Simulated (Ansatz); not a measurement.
Consider the cleavage of the Si–Sb bond: `N[SiH2][SbH2]` + `N[Si](O)(O)O` → `N[SiH2]O[Si](N)(O)O` + stibine.

Program: Ansatz. Geometries: PBE0-D4/def2-TZVP. ΔE: electronic, gas phase. CCSD(T)/CBS is the MP2 limit (def2-TZVPP, def2-QZVPP) plus CCSD(T) − MP2 in def2-TZVPP, frozen cores. Functionals use def2-TZVPP. B3LYP here is the variant with VWN-RPA as its local correlation; programs differ in this. def2 core potentials past Kr. For Sb outer-core shells are correlated without core-valence functions, which leaves a few kJ/mol of doubt a bond. Each species was taken in one conformer, which may not be the lowest.

```
             level  ΔE (kcal/mol)  difference from CCSD(T)/CBS
            PBE-D4          -20.6                          2.8
         r2SCAN-D4          -24.2                         -0.8
           PBE0-D4          -21.6                          1.8
          B3LYP-D4          -25.0                         -1.6
           ωB97X-V          -24.8                         -1.4
           ωB97M-V          -25.3                         -1.9
            B2PLYP          -24.5                         -1.1
               PBE          -19.6                          3.8
            r2SCAN          -23.8                         -0.4
              PBE0          -20.8                          2.6
             B3LYP          -23.6                         -0.2
     HF/def2-TZVPP          -27.3                         -3.9
    MP2/def2-TZVPP          -24.4                         -1.0
SCS-MP2/def2-TZVPP          -25.5                         -2.1
   CCSD/def2-TZVPP          -25.6                         -2.2
CCSD(T)/def2-TZVPP          -25.4                         -2.0
     HF/def2-QZVPP          -27.6                         -4.2
    MP2/def2-QZVPP          -23.3                          0.1
SCS-MP2/def2-QZVPP          -24.5                         -1.1
      HF/CBS(def2)          -27.6                         -4.2
     MP2/CBS(def2)          -22.4                          1.0
    CCSD/CBS(def2)          -23.6                         -0.2
       CCSD(T)/CBS          -23.4                            0
```

Largest T1 diagnostic among the species: 0.014.

From PBE to PBE0 (25 % exact exchange), in def2-TZVPP and without D4, ΔE moves by −1.1 kcal/mol. In def2-TZVPP, CCSD(T) changes the Hartree–Fock value by +1.9 kcal/mol (the triples alone add +0.2 kcal/mol) and MP2 by +2.9 kcal/mol.
